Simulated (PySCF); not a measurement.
Input for PySCF: R-MP2/6-31G* on Si2H6 (SMILES [SiH3][SiH3]), a point of a torsion scan.

```python
from pyscf import gto, scf, dft, mp
from pyscf.data.elements import chemcore

mol = gto.M(
    atom='''
    Si   -1.14966315    0.08610088   -0.01343332
    Si    1.15325417   -0.03489318    0.00049230
    H    -1.75022250   -0.73974285   -1.06527502
    H    -1.63972240    1.44991350   -0.23447464
    H    -1.74475529   -0.36274628    1.24885891
    H     1.78678289    1.26972010   -0.21338611
    H     1.67633822   -0.92008949   -1.04439207
    H     1.68202095   -0.54331339    1.26967933
    ''',
    basis='6-31g*',
    cart=True,
    charge=0, spin=0, verbose=3, max_memory=1800)
mf = scf.RHF(mol)
mf.conv_tol = 1e-8
mf.max_cycle = 100
mf.kernel()
if not mf.converged:
    mf = mf.newton().run(mf.mo_coeff, mf.mo_occ)
pt = mp.MP2(mf, frozen=chemcore(mol)).run()
```

Q: Give the final energy of this run.

A: -581.4607 hartree.
